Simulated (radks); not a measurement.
Question: Species: the osmium ion Os+. Configuration: [Xe] 4f12 5d6 6s2 6p1 (not the ground configuration). All-electron calculation, Dirac Kohn-Sham, BLYP, spin-unpolarised, spherical densities, finite nucleus; open shells are shared between the two j in proportion to 2j + 1; Fermi nuclear charge, rms radius 5.4126 fm. Program: a radial shooting solver on a logarithmic mesh with Libxc functionals.

Spin-orbit splittings of the eigenvalues, e(l+1/2) - e(l-1/2), with zeta = 2 splitting/(2l+1) and mean radii in bohr:

| shell | occ. | splitting (eV) | zeta (eV) | <r> j=l-1/2 | <r> j=l+1/2 |
|---|---|---|---|---|---|
| 2p | 6 | 1531 | 1021 | 0.06131 | 0.06950 |
| 3p | 6 | 333.8 | 222.6 | 0.1835 | 0.1986 |
| 3d | 10 | 72.27 | 28.91 | 0.1735 | 0.1781 |
| 4p | 6 | 79.52 | 53.01 | 0.4335 | 0.4663 |
| 4d | 10 | ? | ? | 0.4774 | 0.4882 |
| 4f | 12 | 3.019 | 0.8625 | 0.5276 | 0.5343 |
| 5p | 6 | 13.83 | 9.220 | 1.054 | 1.143 |
| 5d | 6 | 1.534 | 0.6136 | 1.495 | 1.541 |
| 6p | 1 | 1.313 | 0.8750 | 3.086 | 3.381 |

Estimate the 4d splitting.

Answer: 14.88 eV (zeta = 5.952 eV).
